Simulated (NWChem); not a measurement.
Species: CH₆BeOSSi; SMILES C[S][Be][O][SiH3]

```xyz
11

Be     0.3385     0.2502     0.2008
S      0.6405     2.1222     0.3392
C     -1.0148     2.7874    -0.0820
H     -1.3228     2.5052    -1.0978
H     -0.9326     3.8816    -0.0381
H     -1.7784     2.4695     0.6407
O      0.1336    -1.1483     0.1035
Si    -0.1067    -2.7785     0.0065
H     -1.2650    -3.0676    -0.8913
H     -0.3940    -3.3376     1.3613
H      1.1122    -3.4422    -0.5447
```
Atoms are numbered in this order, from 1.

Results from NWChem. Pople sets run with spherical d functions. Coordinates come from a PBE0/def2-SVP optimisation. GIAO values for the isolated, static molecule; σ is the absolute isotropic shielding, δ = σ(reference) − σ with the isolated reference molecule computed at the same levels (13C: tetramethylsilane, 1H: tetramethylsilane, 17O: water, 29Si: tetramethylsilane).

Q: What does the run give for Hartree-Fock/6-31G*? Quantities: σ Be1 (ppm); σ S2 (ppm); δ C3 (ppm); δ H4 (rotor mean) (ppm); δ O7 (ppm); δ Si8 (ppm); δ H9 (rotor mean) (ppm).

A: 
```json
{
 "σ Be1 (ppm)": "108.2",
 "σ S2 (ppm)": "823.3",
 "δ C3 (ppm)": "6.9",
 "δ H4 (rotor mean) (ppm)": "1.75",
 "δ O7 (ppm)": "20.5",
 "δ Si8 (ppm)": "-29.9",
 "δ H9 (rotor mean) (ppm)": "5.01"
}
```
